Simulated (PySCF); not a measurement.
C₂H₁₂OSi₃.
Z-matrix (Å and degrees, PBE0-D3(BJ)/def2-SVP geometry), rows numbered from 1:
```
C 
O   1  1.3954
C   2  1.4022  1  113.74
Si  3  1.9075  2  107.08  1  -178.98
Si  4  2.3452  3  110.55  2   161.59
Si  4  2.3422  3  105.57  2    43.17
H   1  1.1080  2  111.79  3    59.86
H   1  1.0990  2  107.87  3   179.27
H   1  1.1078  2  111.80  3   -61.33
H   3  1.1100  2  111.67  1    59.29
H   3  1.1113  2  111.32  1   -59.58
H   4  1.4974  3  110.33  2   -76.82
H   5  1.4958  4  109.79  3  -177.92
H   5  1.4971  4  109.33  3   -59.09
H   5  1.4968  4  112.24  3    61.11
H   6  1.4928  4  111.99  3   -70.89
H   6  1.4965  4  108.39  3    49.77
H   6  1.4976  4  110.48  3   167.89
```

The computed photoelectron lines, unassigned: C 1s: 291.46 (area 1), 292.13 (area 1) eV; O 1s: 538.37 eV; Si 1s: 1845.62 (area 1), 1846.09 (area 2) eV; Si 2p3/2: 105.94 (area 1), 106.38 (area 2) eV.

Level of theory: delta-SCF UKS SCAN, pcX-2 on the ionised atom, pcseg-1 elsewhere, spin-free X2C (PySCF 2.14.0). One conformer (not necessarily the lowest) at the PBE0-D3(BJ)/def2-SVP geometry, without solvent, vibrations or thermal averaging.

Question: Which carbon gives which C 1s line?

Answer: 291.46 eV: C3 (sp3 carbon bound to oxygen); 292.13 eV: C1 (methoxy carbon). Lowest listed C 1s: C3, bonded to O, 2 H and Si. Highest, 0.67 eV above it: C1, bonded to O and 3 H. Summing the Pauling electronegativity differences to the bonded atoms, each weighted by its formal bond order, gives -0.46 for the lowest site and -0.16 for the highest.

Question: Which silicon gives which Si 1s line?

Answer: 1845.62 eV: Si4 (SiH silicon); 1846.09 eV: Si5/Si6 (SiH3 silicon). The listed Si 1s values span 0.47 eV, from Si4 (bonded to C, H and 2 Si) to Si5/Si6 (bonded to 3 H and Si). Summing the Pauling electronegativity differences to the bonded atoms, each weighted by its formal bond order, gives +0.95 for the lowest site and +0.90 for the highest; the largest sum, +0.95, belongs to Si4, 0.47 eV below the top. The smallest sum, +0.90, belongs to Si5/Si6, 0.47 eV above the lowest.

Question: Assign the Si 2p3/2 lines to atoms.

Answer: 105.94 eV: Si4 (SiH silicon); 106.38 eV: Si5/Si6 (SiH3 silicon). Lowest listed Si 2p3/2: Si4, bonded to C, H and 2 Si. Highest, 0.44 eV above it: Si5/Si6, bonded to 3 H and Si.

Bonded neighbours of each site: C1: O and 3 H; O2: 2 C; C3: O, 2 H and Si; Si4: C, H and 2 Si; Si5/Si6: 3 H and Si.

Question: Which photon wavelength matches the Si 2p3/2 of Si4 threshold?

Answer: λ = hc/E = 12398.42 eV Å / 105.94 eV = 117.032 Å.

Topologically equivalent atoms share the value of their first member; where this conformer doesn't relate them by symmetry, their own values could differ. 2p3/2 and 2p1/2 are the ΔSCF energy of one spin-free 2p hole plus the eigenvalues of a spin–orbit and ligand-field matrix of the shell. 2p1/2 minus 2p3/2 (ligand field included): Si 0.62 eV.

On one thread, Arm Neoverse V2 (aarch64) (shared host), this took 80 s and 0.89 GiB of memory at its peak.
